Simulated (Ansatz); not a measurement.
Mulliken charges of CH5GeSe (`[CH3][GeH][SeH]`) radical from ωB97M-V/def2-TZVPP in Ansatz (PBE0-D4/def2-TZVP geometry).

```
atom   x (Å)   y (Å)   z (Å)  charge (e)
  C1  -0.771   0.591  -0.592      -0.442
 Ge2   0.893  -0.452  -0.468       0.189
 Se3   1.218  -1.237   1.735      -0.240
  H4  -0.719   1.426   0.108       0.144
  H5  -1.627  -0.036  -0.345       0.128
  H6  -0.887   0.973  -1.607       0.134
  H7   2.131   0.453  -0.712       0.014
  H8  -0.146  -1.775   1.826       0.072
```

Task: By hand: the dipole of these point charges (1 e Å = 4.8032 D).

Result: Σ q r = (-0.194, 0.160, -0.366) e Å, of length 0.444 e Å = 2.13 D.

Task: How does the dipole of the full density compare? (Best estimate.)

Result: The calculation gave: (-0.274, 0.115, -0.204) e Å, 1.73 D; the point charges give 1.23 times that, at 24° from its direction.

Point charges leave out the atoms' own dipoles, such as those of lone pairs, and Mulliken's split depends on the basis, so the two needn't agree.
